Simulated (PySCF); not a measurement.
## Computed vibrations of [Bi(CH3)2]+

[Bi(CH3)2]+ (singlet). PySCF 2.14.0, RKS PBE0, Bi def2-SVP with ECP60, C def2-SVP, H def2-SVP; non-relativistic Hamiltonian with scalar-relativistic core potentials where named; density fitting; no spin-orbit coupling. Central differences of gradients.

```xyz
9

Bi    0.0000    0.0000   -0.1981
C     1.6258    0.0000    1.3245
H     2.6123    0.0000    0.8423
H     1.5026    0.8916    1.9623
H     1.5026   -0.8916    1.9623
C    -1.6258    0.0000    1.3245
H    -2.6123    0.0000    0.8423
H    -1.5026   -0.8916    1.9623
H    -1.5026    0.8916    1.9623
```

Run from Python with OMP_NUM_THREADS=2. Where DIIS fails, smearing, a level shift and second-order steps follow.
It took 67 s on 2 threads of Intel(R) Xeon(R) Platinum 8259CL CPU @ 2.50GHz (Skylake/Cascade Lake), with other jobs on the host.

(1) What are the harmonic wavenumbers and infrared intensities?

(2) Is this a minimum?

Results:

(1) Modes are labelled in C2v; negative numbers are unstable modes, those under 60 cm⁻¹ near the noise; a finer grid moves soft modes by up to 10 cm⁻¹.
| cm⁻¹ | km/mol | symmetry |
| --- | --- | --- |
| 36 | 0.0 | a2 |
| 78 | 0.8 | b2 |
| 170 | 0.1 | a1 |
| 494 | 12.1 | b1 |
| 500 | 7.4 | a1 |
| 605 | 1.7 | b2 |
| 667 | 0.0 | a2 |
| 733 | 7.4 | b1 |
| 841 | 18.6 | a1 |
| 1203 | 1.4 | b1 |
| 1217 | 5.7 | a1 |
| 1383 | 4.2 | b1 |
| 1389 | 0.0 | a2 |
| 1403 | 18.2 | a1 |
| 1413 | 46.2 | b2 |
| 3046 | 17.3 | b1 |
| 3049 | 12.0 | a1 |
| 3154 | 0.0 | a2 |
| 3155 | 6.5 | b2 |
| 3211 | 2.6 | b1 |
| 3212 | 16.6 | a1 |

(2) Yes, within the noise of the softest modes. Ideal gas at 298.15 K and 1 bar: S = 338.2 J/(mol K), Cp = 85.3 J/(mol K), H − H(0 K) = 18.4 kJ/mol (rigid rotor, harmonic modes, spin degeneracy alone; the modes under 60 cm⁻¹ make these uncertain).
